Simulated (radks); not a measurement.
Spherical quantum dot in the effective-mass picture: electrons in a parabolic well V = omega^2 r^2 / 2 with omega = 1.55, with a point charge +1 (a donor) at the centre, all in effective atomic units (hartree* = m*/eps^2 hartree, bohr* = eps/m* bohr), one dielectric constant everywhere. Calculated with a radial shooting solver with Libxc functionals: non-relativistic Kohn-Sham, PBEsol, spin-polarised, spherical densities. Levels are named by radial order and angular momentum (1s, 1p, 1d, 2s, ...), and open shells are averaged over m.

N = 24, configuration 1s2 1p6 1d10 2s2 1f(up 4, down 0). This is the lowest configuration that the search found. Occupied and some empty levels:

level,occupation,eigenvalue (hartree*),<r> (bohr*)
1s up,1,14.810,1.115
1s down,1,14.830,1.097
1p up,3,15.794,1.601
1p down,3,15.843,1.586
2s up,1,16.524,1.605
2s down,1,16.575,1.609
1d up,5,16.682,1.865
1d down,5,16.746,1.856
1f up,4,17.626,2.060
1f down,0,17.698,2.056
2p up,0,17.787,1.813
2p down,0,17.835,1.818
1g up,0,18.634,2.222
1g down,0,18.710,2.222
2d up,0,18.925,2.019
2d down,0,18.973,2.023

Energy (hartree*): total 252.031, kinetic 38.168, external 80.325, Hartree 147.58, exchange-correlation -14.044.

Electron density:

r (bohr*),n(r) (e/bohr*^3)
0.258,1.292
0.534,0.7498
0.811,0.5272
1.09,0.4940
1.36,0.5129
1.64,0.4806
1.92,0.3696
2.19,0.2227
2.47,0.1024
2.75,0.03522
3.02,0.009165
3.30,0.001790
3.58,0.0002625
